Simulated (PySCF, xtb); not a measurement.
Si(F)2(I)(OMe) (CH3F2IOSi), SMILES CO[Si](F)(F)I.

GFN2-xTB run with xtb 6.7.1 at its own geometry gives an orbital gap of 6.85 eV and a dipole moment of 4.17 D.

Coordinates come from a B3LYP-D3(BJ)/def2-SVP optimisation. This is a generated structure with no PubChem entry under its InChIKey; it may be hypothetical. The def2 effective core potentials stand for the cores of I; spin–orbit coupling is left out. Other conformers were not sampled.

Question: What does PBE0/def2-TZVP (PySCF) give? (Estimate from the structure and the level; the computed values follow.)

Answer: gap 7.63 eV (levels -8.23 and -0.60 eV), dipole 2.54 D.
